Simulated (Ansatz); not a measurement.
H$_{4}$OSSi$_{2}$. Charge 0, multiplicity 1. The bonds changed during the relaxation, so this is another structure than the one it started from. The structure was optimised at the PBE0-D4/def2-TZVP level. It is one conformer, not always the lowest.

```xyz
8

S     0.328    2.168    0.899
Si    1.180    0.196    0.938
O     0.464   -0.723   -0.259
Si   -0.772   -1.042   -1.236
H    -0.785    1.853    1.584
H     2.556    0.447    0.406
H    -0.917   -2.499   -1.486
H    -2.054   -0.400   -0.844
```

**Question.** What is the dipole moment at B3LYP/def2-TZVPP? (Estimate.)

**Answer.** Ansatz gave: 2.23 D, with components (-1.64, -1.28, -0.80) D in this frame, pointing from negative to positive charge.

**Question.** And with PBE, r2SCAN, ωB97M-V? (Estimate.)

**Answer.** Computed: PBE 1.91 D, r2SCAN 2.05 D, ωB97M-V 2.99 D.

**Question.** Give the Mulliken charges with B3LYP, PBE, r2SCAN in def2-TZVPP. (Estimate.)

**Answer.** The calculation gave: 
```csv
atom,B3LYP,PBE,r2SCAN
S1,-0.26,-0.24,-0.26
Si2,0.25,0.19,0.29
O3,-0.28,-0.21,-0.32
Si4,0.32,0.26,0.35
H5,0.11,0.12,0.11
H6,-0.06,-0.05,-0.07
H7,-0.03,-0.03,-0.04
H8,-0.04,-0.04,-0.05
```

B3LYP here is the variant with VWN-RPA as its local correlation; programs differ in this.
